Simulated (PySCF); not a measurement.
C₅H₅F₃NO (doublet state).
Z-matrix (Å and degrees, GFN2-xTB geometry), rows numbered from 1:
```
F 
C   1  1.3265
F   2  1.3505  1  106.88
F   2  1.3469  1  106.98  3   111.63
O   2  1.3122  1  109.82  3  -123.59
C   5  1.4563  2  116.18  1  -179.39
C   6  1.5113  5  112.81  2    86.71
N   7  1.3138  6  112.82  5   117.77
C   8  1.3119  7  109.98  6    -0.36
C   9  1.4986  8  113.54  7    -0.83
H   6  1.0972  5  107.97  2   -37.77
H   7  1.0724  6  124.97  5   -61.21
H   9  1.0731  8  121.46  7  -179.90
H  10  1.0899  6  113.14  5   118.48
H  10  1.0918  6  109.98  5    -2.73
```

The hyperfine couplings belong to this conformer and change with its torsions.

As a line formula: `FC(F)(F)O[C@H]1C=N[CH]C1` [radical].

Level of theory: UKS B3LYP, pcH-1 on C F H N O, non-relativistic, mean-field spin-orbit, GIAO (PySCF 2.14.0). Isolated species at its GFN2-xTB geometry (one conformer only). The geometry wasn't refined by DFT: couplings that depend on bond lengths, twists or pyramidal angles can differ widely from those at the functional's own minimum. Stability of the SCF solution: not tested.

Principal values of hyperfine tensors in MHz (contact and dipolar terms together), for some of the nuclei:

```tsv
atom	isotope	A1	A2	A3
C7	13C	7.99	10.73	170.68
H15	1H	46.24	47.92	55.84
H14	1H	44.06	46.02	54.12
H12	1H	-72.70	-47.48	-19.60
H11	1H	41.22	42.66	50.45
H13	1H	-69.72	-45.14	-18.22
O5	17O	-37.66	-25.10	-24.83
C10	13C	-16.92	-15.61	-15.49
```

Task: Split each tensor into its isotropic and traceless parts, and turn a_iso into mT with g = 2.0022.

Result: a_iso = (A1 + A2 + A3)/3, Ti = Ai − a_iso; 1 mT corresponds to 28.024 MHz.

```
atom  a_iso (MHz)  a_iso (mT)      T1      T2      T3
  C7        63.13       2.253  -55.14  -52.41  107.55
 H15        50.00       1.784   -3.76   -2.08    5.84
 H14        48.06       1.715   -4.01   -2.04    6.05
 H12       -46.59      -1.663  -26.10   -0.89   26.99
 H11        44.78       1.598   -3.56   -2.12    5.68
 H13       -44.36      -1.583  -25.36   -0.78   26.14
  O5       -29.20      -1.042   -8.46    4.10    4.36
 C10       -16.01      -0.571   -0.91    0.40    0.51
```

Task: What spin density at the nucleus of C10 lies behind its contact coupling (g_N = 1.40482)?

Result: a_FC = 800.24 MHz bohr³ × g_N × ρ(0)/(2S). With a_FC = -16.01 MHz and 2S = 1, ρ(0) = -0.01424 bohr⁻³.

Task: C9 (13C, g_N = 1.40482) isn't in the table. Its spin density at the nucleus is 0.05401 bohr⁻³. What is its contact coupling?

Result: By the same relation, a_FC = 60.7 MHz. Its full tensor has the principal values 7.59, 10.20, 164.36 MHz.

Task: Which nucleus of the table has the largest anisotropic coupling, and what is its form?

Result: C7: -55.1, -52.4, 107.5 MHz, nearly axial, close to the ratio −1:−1:+2, the form that spin in one p orbital centred on that nucleus gives.

Task: In a single crystal, with the field along each principal axis of the tensor of C7 in turn, what first-order splitting does this nucleus give (isotropic g, quadrupole terms neglected)?

Result: 2 lines (I = 1/2), spaced by |A_i|/(g × 13.996): 0.29, 0.38, 6.09 mT along the axes of A1, A2 and A3.

On one thread of an Arm Neoverse V2, shared host with 96 logical CPUs at a one-minute load of 57, this took 1.8 min (with the writing of density and orbital grids) and 1.0 GiB of memory at its peak.
